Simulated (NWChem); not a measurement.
CH$_{5}$BrSi; SMILES Br[SiH2]C

Results from NWChem. Pople sets run with spherical d functions. Structure relaxed at the PBE0/def2-SVP level. Total energies compare along this basis series because the functional is fixed.

```
level          basis functions  energy (Ha)  highest occupied level (eV)  orbital gap (eV)  dipole (D)
-------------  ---------------  -----------  ---------------------------  ----------------  ----------
PBE0/STO-3G                 37   -2872.4531                        -4.95              9.68        2.25
PBE0/3-21G                  54   -2890.1839                   (withheld)              8.19  (withheld)
PBE0/6-31G*                 74   -2904.0129                        -8.16              8.29        2.32
PBE0/6-311G**              118   -2904.3206                        -8.23              8.23        2.18
```

Task: Complete the blanks.

Result: 
- PBE0/3-21G, highest occupied level (eV): -7.92
- PBE0/3-21G, dipole (D): 2.38
